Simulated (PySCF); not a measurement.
# Worked example: oscillator strength and radiative lifetime

C₂H₄BrGa, SMILES C=[CH][GaH][Br].

Geometry: PBE-D3(BJ)/def2-SVP. One conformer was computed; it need not be the lowest.

TDA-B3LYP/def2-SVPD run with PySCF puts the first singlet state with f over 0.02 at 5.30 eV (vertical), with the transition dipole (0.057, -0.992, 0.000) in atomic units.

Problem. Find the oscillator strength, the wavelength and the radiative lifetime that this transition would have in vacuum if emission retraced absorption.

Solution. 
|μ|² = 0.9873 au, so |μ| = 2.53 D. ΔE = 5.30/27.211 = 0.1948 hartree. f = (2/3) ΔE |μ|² = 0.128 (the program prints 0.128).
λ = 1239.84/5.30 = 234 nm; ν = 42747 cm⁻¹.
Einstein's coefficient A = 0.6670 ν² f s⁻¹ (ν in cm⁻¹) = 1.6e8 s⁻¹, so τ = 1/A = 6.4 ns. This state is S2; the lower singlet has f = 0.000. The figure is the radiative limit of this one transition; relaxation, internal conversion, crossing to triplets and a medium change what is measured.
